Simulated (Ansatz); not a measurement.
Job for Ansatz (a first-principles code): R-wB97X-V/def2-TZVPPD on HBr (SMILES Br) with ghost functions. Files ending in .json are basis or fitting sets from the Basis Set Exchange.

Ansatz 0.2 input:
```yaml
crystal:
  periodic: [false, false, false]
  atoms:
    - {symbol: Br, position_ang: [-0.54183963, -0.01270923, 4.02535655]}
    - {symbol: H, position_ang: [-0.33510134, -0.43489226, 2.64478310]}
basis:
  gaussian:
    orbitals: def2-TZVPPD.json
    ghost_atoms:
      - {symbol: C, position_ang: [-0.15652583, 0.48939486, 0.21188033]}
      - {symbol: O, position_ang: [-0.17822663, -0.76300003, 0.90543363]}
      - {symbol: H, position_ang: [-0.03892973, 0.33832945, -0.86339618]}
      - {symbol: H, position_ang: [0.70400718, 1.03688556, 0.58944981]}
      - {symbol: H, position_ang: [-1.06008183, 1.07226993, 0.40661723]}
      - {symbol: H, position_ang: [-0.93561465, -1.27924997, 0.60774502]}
hamiltonian:
  xc: {name: wB97X-V}
scf: {lower_state_search: off}
```

Output:

```
WARN ansatz: RAYON_NUM_THREADS=1 ignored (pool sized by the plan → 1); use --threads N
Functional definition: wB97X-V
these checks for a lower state are left out or cut short: stability, starts, cluster_reference, orbital_swaps, neighbouring_geometries, increment
integrals: 0.17 GiB planned
1061 factors; their error is unknown
integrals: 0.20 GiB planned
301 factors; integrals over basis functions are off by at most 4.1e-5 eV
mean field: 1.38 GiB planned
mean field evaluation 1: about -70055.8141 eV, gradient 9.0e0 eV
mean field evaluation 2: about -70056.0400 eV, gradient 4.3e0 eV
mean field evaluation 4: about -70056.0890 eV, gradient 3.5e-1 eV
mean field evaluation 8: about -70056.3015 eV, gradient 4.2e-3 eV
mean field -70056.30153976 eV, -2574.5215957194 hartree, gradient 3.2e-6 eV, S^2 0.000000; 0 other end points of the search recorded, 0 dependent functions left out
reference -70056.30153783 eV, -2574.5215956486 hartree; 18, 18 occupied and 201, 201 virtual orbitals, 1061 factors
Total energy: -70056.30153783 eV, -2574.5215956486 hartree
Checks for a lower state left out: stability, starts, cluster_reference, orbital_swaps, neighbouring_geometries, increment
```

Self-consistency was reached.

Cost: very roughly 8 core-seconds.
